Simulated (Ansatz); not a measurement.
FH5SSi2, SMILES `F[SiH]([SiH3])S`, relaxed with RKS PBE0-D4/def2-TZVP in the Gaussian-basis code of Ansatz from a PBE-D4/def2-SVP geometry. The force threshold is 0.005 eV/Å; the program also tests the step.

The species carries charge 0 and has multiplicity 1.

Start:

```xyz
9

F     1.361    1.073    1.473
Si    0.120    0.066    1.073
Si   -0.560    0.588   -1.111
S     0.695   -2.003    1.183
H    -0.944    0.205    2.122
H    -1.804   -0.192   -1.437
H    -0.834    2.058   -1.280
H     0.537    0.178   -2.058
H     1.430   -1.972    0.035
```

**Question.** How much energy does the relaxation release, and in how many steps? (Estimate.)

**Answer.** Computed: 0.05 eV, in 6 steps.

**Question.** Which bonds change most? (Estimate.)

**Answer.** The calculation gave: F1–Si2 from 1.647 to 1.604 Å; Si2–S4 from 2.150 to 2.124 Å; S4–H9 from 1.364 to 1.344 Å; Si3–H6 from 1.504 to 1.486 Å.

**Question.** Give the relaxed structure. (Best estimate.)

**Answer.** The calculation gave: 
```xyz
9

F     1.319    1.053    1.474
Si    0.125    0.063    1.064
Si   -0.555    0.585   -1.112
S     0.720   -1.972    1.187
H    -0.933    0.196    2.095
H    -1.796   -0.173   -1.419
H    -0.809    2.041   -1.269
H     0.517    0.168   -2.055
H     1.413   -1.961    0.035
```
